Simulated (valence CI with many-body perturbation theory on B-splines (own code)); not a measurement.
Energy levels of Hg XXX

Method: configuration interaction combined with many-body perturbation theory (CI+MBPT): five valence electrons over a frozen Dirac-Fock core [Kr] 4d10, radial functions for each j: 7 s, 7 p, 7 d, 7 f, 4 g, 2 h, with the one-electron correlation potential Σ1 (screened to all orders), the two-electron term Σ2, the three-electron term Σ3, Breit, model QED; selected single and double excitations, second order for the rest, scaled by the run's own slope (own B-spline code, finite nucleus).

No measured spectrum was set against this ion. As an estimate, large intervals hold to a few tenths of a per cent, small ones and those within an open d or f shell to about a per cent. Among the levels kept, up to 970 cm⁻¹ of a level comes from second order outside the variational space, and about a tenth of that is noise between levels of different J, which matters for small intervals. Only levels of the ground parity were solved; by the run's estimate the other parity begins above the list, which can be wrong where configurations are misplaced.

Levels 1 to 45 of 193, with energies above the lowest level, (4f5/2^5) J=5/2. "Leading %" is the weight of the configuration and term that name the level; weights of strongly mixed levels are sums over their largest components and can fall short. In the jj column 3d3/2^4 stands for four electrons in 3d with j = 3/2. Lifetimes count E1, E2, E3, M1 and M2 decay at the calculated energies, and are blank where another channel may lead or the interval is too uncertain; long ones can be off by a factor of two.

```
No.  Configuration  Term     J  E (cm⁻¹)  Leading %  Lifetime              Leading jj
  1            4f5   6H°   5/2       0.0         50                    4f5/2^5 (68 %)
  2            4f5   6H°   7/2     22633         71   1.40 ms    4f5/2^4 4f7/2 (77 %)
  3            4f5   6F°   5/2     35404         31   1.23 ms    4f5/2^4 4f7/2 (61 %)
  4            4f5   6F°   3/2     37970         57   2.81 ms    4f5/2^4 4f7/2 (82 %)
  5            4f5   6H°   9/2     39665         77   2.51 ms  4f5/2^3 4f7/2^2 (54 %)
  6            4f5   6F°   1/2     41440         72    224 ms    4f5/2^4 4f7/2 (63 %)
  7            4f5   6H°  11/2     51588         67   8.00 ms  4f5/2^3 4f7/2^2 (43 %)
  8            4f5   6F°   7/2     54127         55   1.90 ms  4f5/2^3 4f7/2^2 (49 %)
  9            4f5   4I°  15/2     58346         22              4f5/2^4 4f7/2 (82 %)
 10            4f5   6H°  13/2     59466         47   39.8 ms    4f5/2^4 4f7/2 (45 %)
 11            4f5   6F°   9/2     68547         59   5.78 ms  4f5/2^3 4f7/2^2 (40 %)
 12            4f5   6F°   5/2     73782         46    287 μs  4f5/2^3 4f7/2^2 (71 %)
 13            4f5   6H°  15/2     80017         36   1.65 ms  4f5/2^3 4f7/2^2 (71 %)
 14            4f5   6F°  11/2     80684         44   3.63 ms    4f5/2^4 4f7/2 (38 %)
 15            4f5   4F°   3/2     83352         65    392 μs  4f5/2^3 4f7/2^2 (79 %)
 16            4f5   4I°   9/2     84447         53    396 μs  4f5/2^3 4f7/2^2 (60 %)
 17            4f5   4L°  13/2     85994         44   1.05 ms  4f5/2^3 4f7/2^2 (45 %)
 18            4f5   4K°  11/2     86831         42    704 μs  4f5/2^3 4f7/2^2 (50 %)
 19            4f5   4P°   5/2     88046         30    441 μs  4f5/2^3 4f7/2^2 (56 %)
 20            4f5   4G°   7/2     95141         40    426 μs  4f5/2^3 4f7/2^2 (64 %)
 21            4f5   4M°  17/2     96726         61   1.17 ms  4f5/2^3 4f7/2^2 (96 %)
 22            4f5   2P°   1/2     97703         66    401 μs  4f5/2^3 4f7/2^2 (60 %)
 23            4f5   6P°   3/2    101850         47   1.60 ms  4f5/2^3 4f7/2^2 (66 %)
 24            4f5   4G°   9/2    108590         43   1.18 ms  4f5/2^3 4f7/2^2 (83 %)
 25            4f5   4L°  15/2    108890         50   1.44 ms  4f5/2^3 4f7/2^2 (82 %)
 26            4f5   2G°   7/2    109080         37    423 μs  4f5/2^3 4f7/2^2 (48 %)
 27            4f5   4M°  19/2    110640         54   14.0 ms  4f5/2^3 4f7/2^2 (77 %)
 28            4f5   4I°   9/2    112580         28    469 μs    4f5/2^4 4f7/2 (41 %)
 29            4f5   4H°  11/2    113970         33   1.37 ms  4f5/2^3 4f7/2^2 (64 %)
 30            4f5   4F°   5/2    115080         45    339 μs  4f5/2^3 4f7/2^2 (50 %)
 31            4f5   4M°  21/2    115900         46    443 ms  4f5/2^3 4f7/2^2 (83 %)
 32            4f5   4K°  13/2    116350         55   1.17 ms  4f5/2^3 4f7/2^2 (76 %)
 33            4f5   2M°  17/2    118930         37   30.0 ms  4f5/2^3 4f7/2^2 (88 %)
 34            4f5   6H°  15/2    120060         28    349 μs  4f5/2^2 4f7/2^3 (48 %)
 35            4f5   4D°   7/2    122160         40    636 μs  4f5/2^3 4f7/2^2 (60 %)
 36            4f5   4I°  13/2    122650         39    925 μs  4f5/2^3 4f7/2^2 (79 %)
 37            4f5   6P°   5/2    123530         24    485 μs  4f5/2^3 4f7/2^2 (48 %)
 38            4f5   4I°  11/2    126120         51    269 μs  4f5/2^2 4f7/2^3 (67 %)
 39            4f5   4L°  13/2    127980         22    307 μs  4f5/2^3 4f7/2^2 (41 %)
 40            4f5   4D°   3/2    128040         30    477 μs    4f5/2^4 4f7/2 (42 %)
 41            4f5   4F°   9/2    130150         23    457 μs  4f5/2^3 4f7/2^2 (50 %)
 42            4f5   4G°   7/2    133070         56    270 μs  4f5/2^3 4f7/2^2 (54 %)
 43            4f5   2I°  11/2    133760         25    484 μs  4f5/2^3 4f7/2^2 (40 %)
 44            4f5   4G°   5/2    134620         45    399 μs  4f5/2^3 4f7/2^2 (46 %)
 45            4f5   4F°   7/2    136700         40    350 μs  4f5/2^2 4f7/2^3 (50 %)
```

Where two levels of one J and parity lie close, their mixing, g and order are uncertain.

The ionisation energy to 4f4 5I_4 of the next ion comes out as 1030.9 eV (NIST: 1050 ± 50 eV (theoretical)). All 193 levels together are meant to be complete up to 381930 cm⁻¹.
